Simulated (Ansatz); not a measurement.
Ansatz (a first-principles code) input:

Ansatz 0.2 input:
```yaml
crystal:
  periodic: [false, false, false]
  atoms:
    - {symbol: Hg, position_ang: [-0.00000000, -0.00000000, -0.43084330]}
    - {symbol: Cl, position_ang: [0.00000000, 0.00000000, 2.02749787]}
basis:
  gaussian:
    orbitals: def2-SVPD
magnetization: {spin_polarized: true, initial_magnetization: 1}
correlation: {method: ccsd_t, electrons: outside_noble_gas}
output: {forces: true}
```

Q: What final total energy does it print?

A: -612.33574 Eh (CCSD(T)/def2-SVPD). The basis has 62 functions.

The spin state was set by rule; other spins were not relaxed.
